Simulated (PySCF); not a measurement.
Computed structure and properties of HoH3(H2O)

System: HoH3(H2O) (singlet in the valence; each metal's 4f electrons, 10 of them, lie in its core potential, out of spins and levels; a saddle point, relaxed within its symmetry); start: displaced along the imaginary mode (C1). Method: PySCF 2.14.0, RKS PBE0, Ho lcecp-1-SVP with ECP56, H def2-SVP, O def2-SVP; non-relativistic Hamiltonian with scalar-relativistic core potentials where named; density fitting; no spin-orbit coupling.

Input of the relaxation:

```python
mol = gto.M(atom='''
Ho     0.12376    -0.13820     0.13510
H      0.80273     1.65143     0.84937
H     -0.98154    -1.30315     1.35180
H      1.16036    -1.04292    -1.36049
O     -1.19331     1.25715    -1.24079
H     -0.95053     2.19854    -1.04651
H     -1.34629     1.16090    -2.21175''',
    basis={'Ho': 'lcecp-1-SVP', 'H': 'def2-SVP', 'O': 'def2-SVP'},
    ecp={'Ho': 'lcecp-1-SVP'},
    charge=0, spin=0)
mf = dft.RKS(mol, xc='PBE0')
mf.grids.atom_grid = (50, 194)  # f atoms: unpruned, at least (60, 302)
mf = mf.density_fit()  # fitting sets: Ho AutoAux, H def2-universal-JKFIT, O def2-universal-JKFIT
mf.conv_tol = 1e-08; mf.max_cycle = 55
mf.kernel(dm0)  # dm0: converged density of the start geometry
# quasi-Newton relaxation in Cartesian coordinates to a largest gradient under 0.00045 Eh/bohr, steps kept in the point group
```

Run from Python with OMP_NUM_THREADS=2; the lines above give its settings. Where DIIS fails, smearing, a level shift and second-order steps follow.
It took 11 s on 2 threads of Arm Neoverse V2, with other jobs on the host, from the converged density of the start.

Course of the relaxation:

```csv
step,energy above end (eV),largest force component within the symmetry (eV/Å)
0,0.0257,1.013
1,0.0019,0.165
2,0.0007,0.040
3,0.0003,0.025
4,0.0001,0.015
5,0.0000,0.011
```

Relaxed geometry (C1):

```xyz
7

Ho    0.1207   -0.1427    0.1314
H     0.7938    1.6407    0.8221
H    -0.9807   -1.3019    1.3541
H     1.1647   -1.0347   -1.3446
O    -1.1856    1.2568   -1.2422
H    -0.9550    2.1799   -1.0508
H    -1.3427    1.1857   -2.1932
```

```json
{"contact": "Ho1–H2 (H)", "Å": "2.028"}
{"contact": "Ho1–H3 (H)", "Å": "2.013"}
{"contact": "Ho1–H4 (H)", "Å": "2.016"}
{"contact": "Ho1–O5 (H2O)", "Å": "2.356"}
```

On the finer grid (75, 302):

| Item | Value |
| --- | --- |
| HOMO | -6.35 eV |
| LUMO | -0.72 eV |
| Dipole about the centre of mass | 5.24 D |
| Set of Mulliken populations of Ho1 outside the core potential | s 2.66, p 6.59, d 1.19, f 0.02 |
| D3(BJ) dispersion energy (not in the energies) | -0.074 eV |

```json
{"atom": "Ho1", "Mulliken (e)": "0.54", "Löwdin (e)": "0.35", "spin (e)": "0.00"}
{"atom": "H2", "Mulliken (e)": "-0.25", "Löwdin (e)": "-0.22", "spin (e)": "0.00"}
{"atom": "H3", "Mulliken (e)": "-0.25", "Löwdin (e)": "-0.21", "spin (e)": "0.00"}
{"atom": "H4", "Mulliken (e)": "-0.24", "Löwdin (e)": "-0.21", "spin (e)": "0.00"}
{"atom": "O5", "Mulliken (e)": "-0.29", "Löwdin (e)": "0.02", "spin (e)": "0.00"}
{"atom": "H6", "Mulliken (e)": "0.25", "Löwdin (e)": "0.14", "spin (e)": "0.00"}
{"atom": "H7", "Mulliken (e)": "0.24", "Löwdin (e)": "0.14", "spin (e)": "0.00"}
```

The 4f levels lie in the core potential and are missing. Their spin isn't counted.

On the grid (50, 194), as all that follows. Harmonic modes: 1 unstable, so a saddle point once the symmetry is let go (counted below −25 cm⁻¹); lowest -66 cm⁻¹ (negative: unstable), highest 3910 cm⁻¹, zero-point energy 1.024 eV.

Taking off one H (charge -1, singlet; the rest: singlet) in vacuum, both parts rigid, costs 9.32 eV; the small basis without counterpoise inflates it. Most of it is the attraction of opposite charges; other ways to part are cheaper, and one spin state was tried for the rest.

Rigid scan of H along the line from its metal:

(distance to H2 (Å), energy (eV)): (1.73, 0.458), (1.83, 0.182), (1.93, 0.041), (2.03, 0.000), (2.13, 0.032), (2.23, 0.115), (2.43, 0.383), (2.73, 0.897), (3.13, 1.613), (3.63, 2.420)

Taking off one H2O (charge 0, singlet; the rest: singlet) in vacuum, both parts rigid, costs 1.44 eV; the small basis without counterpoise inflates it.

Rigid scan of H2O along the line from its metal:

| distance to O5 (Å) | energy (eV) |
| --- | --- |
| 2.06 | 0.428 |
| 2.16 | 0.161 |
| 2.26 | 0.034 |
| 2.36 | 0.000 |
| 2.46 | 0.024 |
| 2.56 | 0.084 |
| 2.76 | 0.250 |
| 3.06 | 0.514 |
| 3.46 | 0.795 |
| 3.96 | 1.026 |

One start shape was tried, so this needn't be the lowest isomer.

An lcecp potential fixes the number of 4f electrons, so in runs with it no electron can move into or out of that shell.
